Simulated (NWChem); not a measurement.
# C₂H₂F₂OSi; SMILES F[Si]1(F)C=CO1

```xyz
8

F      0.0297    -1.3061    -1.2711
Si     0.0945    -0.3355     0.0000
F      0.0297    -1.3061     1.2711
C      1.0758     1.1898     0.0000
C     -0.1437     1.7728     0.0000
O     -1.1564     0.8372     0.0000
H      2.0630     1.6415     0.0000
H     -0.4538     2.8239     0.0000
```
Atoms are numbered in this order, from 1.

Level: PBE0/def2-SVP (NWChem), optimised geometry, unscaled harmonic frequencies. 

### Question
List the harmonic frequencies with IR intensities, and the thermochemistry.

### Answer
| frequency (cm⁻¹) | IR intensity (km/mol) |
|---|---|
| 166 | 0.7 |
| 212 | 1.8 |
| 300 | 15.2 |
| 332 | 22.1 |
| 461 | 67.0 |
| 581 | 26.0 |
| 679 | 18.0 |
| 730 | 42.4 |
| 885 | 38.5 |
| 952 | 163.7 |
| 972 | 0.0 |
| 987 | 186.3 |
| 1077 | 144.8 |
| 1139 | 128.6 |
| 1290 | 17.4 |
| 1584 | 100.1 |
| 3213 | 3.1 |
| 3320 | 8.7 |

zero-point energy: 27.0 kcal/mol
thermal correction to the enthalpy at 298.15 K (with zero-point energy): 31.1 kcal/mol
heat capacity Cv: 19.5 cal/(mol K)
entropy at 298.15 K and 1 atm (symmetry number 1): 76.2 cal/(mol K)
dipole moment: 2.42 D

Rigid rotor and harmonic oscillator.
